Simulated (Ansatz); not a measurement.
`CC[Si]F` + `CNC` → `CN(C)[Si]F` + `CC` at 700 K and 1 bar (ligand exchange at the Si–C bond).

Program: Ansatz. Geometries: PBE0-D4/def2-TZVP. ΔE: electronic, gas phase. CCSD(T)/CBS is the MP2 limit (def2-TZVPP, def2-QZVPP) plus CCSD(T) − MP2 in def2-TZVPP, frozen cores. This one scheme is used for every species. Each species was taken in one conformer, which may not be the lowest.

```tsv
species	CCSD(T)/CBS energy (Eh)	H − E (kJ/mol)	S (J/(mol·K))
`CC[Si]F`	-468.00242	237.7	415.6
`CNC`	-135.00321	296.9	352.4
`CN(C)[Si]F`	-523.34250	298.0	439.6
`CC`	-79.71954	238.1	289.3
```

H − E and S are ideal-gas, rigid-rotor, harmonic terms from PBE0-D4/def2-TZVP, for one conformer and one mirror image of each species. 1 Eh = 2625.50 kJ/mol, R = 8.31446 J/(mol·K).

**Question.** By hand: ΔE, ΔH, ΔS and ΔG.

**Answer.** ΔE = (-523.34250) + (-79.71954) − (-468.00242) − (-135.00321) = -0.05641 Eh = -148.1 kJ/mol. Δ(H − E) = 298.0 + 238.1 − 237.7 − 296.9 = 1.5, so ΔH = -146.6 kJ/mol. ΔS = 439.6 + 289.3 − 415.6 − 352.4 = -39.1 J/(mol·K). ΔG = -146.6 − 700 × (-39.1)/1000 = -119.2 kJ/mol.

**Question.** By hand: the equilibrium constant, and the temperature at which ΔG would vanish if ΔH and ΔS stayed fixed.

**Answer.** log₁₀ K = −ΔG/(RT ln 10) = 8.9. ΔG = 0 at ΔH/ΔS = 3749 K, far beyond where these terms or the molecules hold.

ΔH outweighs TΔS. A doubt of 5 kJ/mol in ΔE shifts log₁₀ K by 0.4 here. Other conformers and mirror images would add mixing entropy, several J/(mol·K) or more a flexible species. Modes under 60 cm⁻¹, often nearly free rotors, make the harmonic entropy too high. These are equilibria of isolated gas molecules and say nothing of rates. Largest T1 diagnostic: 0.013 (customary marks: 0.02 for closed shells, 0.045 for open ones).
